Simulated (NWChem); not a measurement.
Species: BHF, doublet; SMILES [BH]F

```xyz
3

B      0.1511     0.7267     0.0000
F      0.0057    -0.5659     0.0000
H     -0.8072     1.4593     0.0000
```
Atoms are numbered in this order, from 1.

In the optimisation the excess spin sits in a' (Cs, its own frame). Structure relaxed at the PBE0-D3(BJ)/def2-TZVP, spin-unrestricted level. No stability test was run on the SCF state.

Symmetry labels are those of Cs in the frame above (b1 and b2, or b-type labels, depend on it). States above −ε(HOMO) = 4.9 eV lie in this functional's continuum and hang on the basis.

Q: List the 4 lowest vertical excitations from PBE/6-31+G* (spherical d), spin-unrestricted, TDA (NWChem).

A: 
```csv
state,energy (eV),oscillator strength,symmetry of the excitation,<S²>
state 1,2.30,0.014,a",0.75
state 2,4.84,0.031,a',0.76
state 3,5.22,0.027,a',0.77
state 4,5.81,0.041,a',0.76
```
